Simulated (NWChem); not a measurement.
CH2NO, doublet; SMILES [NH]C=O

```xyz
5

N      0.1653    -1.1359    -0.0373
C     -0.4519     0.0440     0.0306
O      0.2451     1.0872    -0.0194
H      1.1597    -1.0846     0.2526
H     -1.5664     0.0741    -0.0199
```
Atoms are numbered in this order, from 1.

Program: NWChem. Pople sets run with spherical d functions. Spin-unrestricted. Structure relaxed at the PBE-D3(BJ)/def2-SVP, spin-unrestricted level. No stability test was run on the SCF state. B3LYP is NWChem's, with the RPA form of VWN correlation. Vertical excitations in the gas phase; the lowest state need not have the same character in each row. Excited states of an open shell can be spin-contaminated.

For level B3LYP/6-31+G*, TDA:

```yaml
lowest empty minus highest occupied level, either spin (eV): 2.98
```

Task: Estimate the same quantities for level LRC-wPBEh/6-31+G*, TDA.

Result: 
- lowest empty minus highest occupied level, either spin (eV) = 7.24
